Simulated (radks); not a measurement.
Fractional charge and spin in the 4p shell of niobium: the spin-up occupation runs from 2 to 3 and the spin-down occupation from 2 to 3; the fullest corner is Nb+, [Ar] 3d10 4s2 4d(up 2, down 2) 4p(up 3, down 3). Method: scalar-relativistic Kohn-Sham, LDA (Slater exchange, Perdew-Wang correlation), spin-polarised, spherical densities, finite nucleus; Fermi nuclear charge, rms radius of each element as measured or else 0.836 A^(1/3) + 0.57 fm; computed with a radial shooting solver on a logarithmic mesh with Libxc functionals. Energy (eV) above the fullest corner. The planes named below are the two flat planes that join the four corners, with an edge along up + down = one added electron.

| down \ up | 2 | 2.5 | 3 |
|---|---|---|---|
| 2 | 108.153 | 75.856 | 47.044 |
| 2.5 | 75.856 | 47.279 | 21.995 |
| 3 | 47.044 | 21.995 | 0.000 |

Corners above the fullest one (they belong to Nb2+ and the next ion): (up 3, down 2) 47.044 eV, (up 2, down 3) 47.044 eV, (up 2, down 2) 108.15 eV. With half an added electron in each spin the energy lies 0.235 eV from the planes, and with half an added electron in spin up alone -1.742 eV. The planes are only a guide here: the flat-plane condition holds for ground states with one frontier orbital, while this shell lies below other occupied shells, so the corners above the fullest one are inner-hole states and not the ground states of those ions.
